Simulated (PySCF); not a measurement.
Level of theory: PySCF with PBE0-D4/def2-SVP. Gas-phase values, no solvent. One relaxed conformer stands for a flexible species; it need not be the lowest. Excitations are Tamm–Dancoff values on a coarser integration grid. The basis has no diffuse functions, so Rydberg states are missing or too high.

Reference species (SMILES): `Sc1ccc2c(ccc3ccccc32)c1` (H–S–C–C torsion 0°) (neutral, multiplicity 1).

S1 excitation (TDA): 3.90 eV
S1–T1 gap (TDA): 0.91 eV
HOMO: -6.06 eV

Changed species: `Sc1cc2ccccc2c2ccccc12` (H–S–C–C torsion 128°).

Problem. Give the shifts of the S1 excitation (TDA), S1–T1 gap (TDA) and HOMO.

Solution. the S1 excitation (TDA) goes up by 0.11 eV, to 4.01 eV; the S1–T1 gap (TDA) goes up by 0.18 eV, to 1.09 eV; the HOMO decreases by 0.15 eV, to -6.21 eV.
